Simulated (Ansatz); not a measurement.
Input file for Ansatz (a program for electronic structure): U-CCSD(T)/cc-pV(T+d)Z on AlClFH (SMILES [F][AlH][Cl]), a point of a bond scan (R = 6.679 Å). Files ending in .json are basis or fitting sets from the Basis Set Exchange.

Ansatz 0.2 input:
```yaml
crystal:
  periodic: [false, false, false]
  atoms:
    - {symbol: Al, position_ang: [-0.56121200, 0.17720720, -0.47070291]}
    - {symbol: H, position_ang: [-1.75578251, -0.36994628, -1.30318825]}
    - {symbol: F, position_ang: [-0.21592676, 1.78615354, -0.49600494]}
    - {symbol: Cl, position_ang: [3.30429075, -3.77980957, 3.27298087]}
basis:
  gaussian:
    orbitals: cc-pV_T+d_Z.json
correlation: {method: ccsd_t, electrons: outside_noble_gas}
scf: {omitted_lower_state_checks: [cluster_reference]}
magnetization: {spin_polarized: true, initial_magnetization: 0}
```

The head of its log:

```
WARN ansatz: RAYON_NUM_THREADS=1 ignored (pool sized by the plan → 1); use --threads N
Functional definition: HF
these checks for a lower state are left out or cut short: cluster_reference
integrals: 0.29 GiB planned
732 factors; integrals over basis functions are off by at most 1.2e-3 eV
mean field: 0.35 GiB planned
mean field evaluation 1: about -21803.2654 eV, gradient 2.6e1 eV
mean field evaluation 2: about -21803.2658 eV, gradient 2.6e1 eV
mean field evaluation 4: about -21805.4206 eV, gradient 1.4e1 eV
mean field evaluation 8: about -21806.6338 eV, gradient 8.7e-1 eV
mean field evaluation 16: about -21806.7872 eV, gradient 1.1e-1 eV
mean field evaluation 32: about -21810.2098 eV, gradient 2.6e-4 eV
mean field evaluation 64: about -21810.2085 eV, gradient 1.2e-5 eV
mean field evaluation 96: about -21808.3198 eV, gradient 1.2e1 eV
mean field evaluation 128: about -21810.2085 eV, gradient 1.2e-2 eV
mean field evaluation 160: about -21810.2097 eV, gradient 4.7e-3 eV
mean field evaluation 192: about -21810.2085 eV, gradient 6.9e-3 eV
mean field evaluation 224: about -21810.2098 eV, gradient 7.6e-4 eV
mean field evaluation 256: about -21810.2092 eV, gradient 9.2e-3 eV
mean field evaluation 288: about -21806.5160 eV, gradient 3.0e-3 eV
mean field evaluation 320: about -21810.2098 eV, gradient 3.4e-2 eV
mean field -21810.20979168 eV, -801.5104263532 hartree, gradient 1.7e-6 eV, S^2 1.015541; 15 other end points of the search recorded, 0 dependent functions left out
11 core orbitals not correlated
reference -21810.20979168 eV, -801.5104263532 hartree; 9, 9 occupied and 102, 102 virtual orbitals, 732 factors
```

Problem. Give the final energy of this run.

Solution. -802.0300 hartree (reference determinant -801.5104, T1 diagnostic 0.013). Its determinant has ⟨S²⟩ = 1.02, a mixture of spin states.
